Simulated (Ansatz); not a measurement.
Consider the cleavage of the Si–Si bond: `F[SiH2][SiH2]F` + `O[SiH3]` → `F[SiH2]O[SiH3]` + `F[SiH3]`.

Program: Ansatz. Geometries: PBE0-D4/def2-TZVP. ΔE: electronic, gas phase. CBS: MP2 limit from def2 TZ/QZ plus the TZ coupled-cluster correction, frozen cores. This one scheme is used for every species. DFT in def2-TZVPP. One conformer a species, not always the lowest.

Problem. Is it downhill or uphill in electronic energy at CCSD(T)/CBS, and by how much? (Best estimate.)

Solution. Computed: Downhill: ΔE = -36.3 kcal/mol.

Problem. What do these levels give: PBE-D4, PBE0-D4, ωB97M-V, r2SCAN, PBE0, HF/def2-TZVPP, MP2/def2-TZVPP, SCS-MP2/def2-TZVPP, CCSD/def2-TZVPP, CCSD(T)/def2-TZVPP, MP2/def2-QZVPP, SCS-MP2/def2-QZVPP? (Estimate.)

Solution. The calculation gave: PBE-D4 -29.2, PBE0-D4 -31.7, ωB97M-V -36.5, r2SCAN -34.5, PBE0 -31.5, HF/def2-TZVPP -41.8, MP2/def2-TZVPP -38.6, SCS-MP2/def2-TZVPP -39.2, CCSD/def2-TZVPP -37.4, CCSD(T)/def2-TZVPP -36.7, MP2/def2-QZVPP -38.6, SCS-MP2/def2-QZVPP -39.1 kcal/mol.

Largest T1 diagnostic among the species: 0.012.

From PBE to PBE0 (25 % exact exchange), in def2-TZVPP and without D4, ΔE moves by −2.5 kcal/mol. In def2-TZVPP, CCSD(T) changes the Hartree–Fock value by +5.1 kcal/mol (the triples alone add +0.7 kcal/mol) and MP2 by +3.2 kcal/mol.
